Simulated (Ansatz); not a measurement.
GaH2(SiH3) (GaSiH₅). Charge 0, multiplicity 3. Geometry B3LYP-D4/def2-TZVP, that of the neutral singlet; atoms count from 1.

Cartesian coordinates in Å:
```
Ga 0.0797 -0.6214 -1.2323
H 1.2999 -0.3603 -2.1936
H -1.0327 -1.6277 -1.7125
Si -0.0699 0.4807 0.9222
H -1.4779 0.6745 1.3518
H 0.5965 1.8075 0.9119
H 0.6044 -0.3533 1.9526
```

At PBE0-D4/def2-TZVP a singlet of charge 0 lies 3.53 eV below the triplet at the same geometry.

(1) Estimate the Mulliken populations from the PBE0/def2-TZVP orbitals of Ansatz.

(2) Where does the spin sit?

(3) And the Mayer bond orders between heavy atoms (over 0.3)?

## Answers

(1) 
```tsv
atom	charge (e)	spin (α − β)
Ga1	-0.11	1.10
H2	-0.02	0.06
H3	-0.02	0.06
Si4	0.05	0.64
H5	0.03	0.03
H6	0.03	0.03
H7	0.03	0.07
```
Mulliken values depend strongly on the basis.

(2) Summed by element: Ga 1.10, H 0.26, Si 0.64, of 2 unpaired in all. Largest on single atoms: Ga1 1.10, Si4 0.64, H7 0.07.

(3) Ga1–Si4 0.79 (2.42 Å).
